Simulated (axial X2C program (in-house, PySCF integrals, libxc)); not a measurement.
**Potential curves of InC⁺, 2c**

Computed with an in-house all-electron X2C program for linear molecules (integrals from PySCF). Two-component (2c) means X2C with spin–orbit coupling and atomic mean-field two-electron Coulomb and Gaunt terms. Basis: In dyall-cv3z [11s12p9d4f1g], C dyall-v3z [7s6p2d1f] (cores contracted in-house); Gaussian nuclei, density fitting, unrestricted open shells. Masses: In 114.904 u, C 12.000 u.

State: Ω = 1 (⟨Sz⟩ = 1.00, ⟨Lz⟩ = 0.00 at B97-3). Energies in eV from the fragments at the same level (In+ + C). Fits are polynomials in 1 − R0/R over 0.85 to 1.23 times the lowest point R0.

```json
{"R (Å)": "1.9871", "B97-3": "0.2679", "PBE0": "0.0092"}
{"R (Å)": "2.0784", "B97-3": "0.0551", "PBE0": "-0.1743"}
{"R (Å)": "2.1470", "B97-3": "-0.0358", "PBE0": "-0.2451"}
{"R (Å)": "2.2155", "B97-3": "-0.0866", "PBE0": "-0.2775"}
{"R (Å)": "2.2840", "B97-3": "-0.1105", "PBE0": "-0.2841"}
{"R (Å)": "2.3639", "B97-3": "-0.1161", "PBE0": "-0.2711"}
{"R (Å)": "2.4439", "B97-3": "-0.1080", "PBE0": "-0.2453"}
{"R (Å)": "2.5467", "B97-3": "-0.0882", "PBE0": "-0.2040"}
{"R (Å)": "2.6723", "B97-3": "-0.0605", "PBE0": "-0.1520"}
{"R (Å)": "2.8550", "B97-3": "-0.0258", "PBE0": "-0.0870"}
```

One determinant describes the state; a PBE0 search over occupations chose it and may have missed a lower one. De is counted from the lowest determinant-based energies of the atoms at the same level, without counterpoise correction. Density functionals use the spin component along the axis (collinear). The 2c atoms are single determinants rather than J levels; their spin–orbit lowering is only partly caught, and De is too large by that part. This holds for B97-3, PBE0. PBE0 can misorder states that lie within some tenths of an eV, so this need not be the ground state of the molecule. The nearest other 2c determinant of the search, Ω = 2, lies 0.36 eV up at the distance of the search. Without a current term, density functionals place determinants with orbital angular momentum somewhat too high. With several unpaired electrons one determinant need not be a pure state. Open-shell Ω = 0 determinants with evenly filled partner blocks cannot be reached by this program, so the Ω shown need not be the lowest component. This is the Ω = 1 component of a π² triplet; the 0⁺ component is not one determinant and can lie lowest. The determinant is spin-polarised beyond a pure state at some levels (its spin-free form has ⟨S²⟩ too high), which makes Re and μ there less reliable.

(1) Fit the B97-3 curve near its minimum: give the equilibrium distance, the harmonic wavenumber and the well depth.

(2) What are Re, ωe and De at the PBE0 level?

Results:

(1) At B97-3, 2c: Re = 2.349 Å, ωe ≈ 243 cm⁻¹, De = 0.12 eV to In+ + C; Be follows as 0.281 cm⁻¹.

(2) At PBE0, 2c: Re = 2.272 Å, ωe ≈ 309 cm⁻¹, De = 0.28 eV to In+ + C; Be follows as 0.301 cm⁻¹.
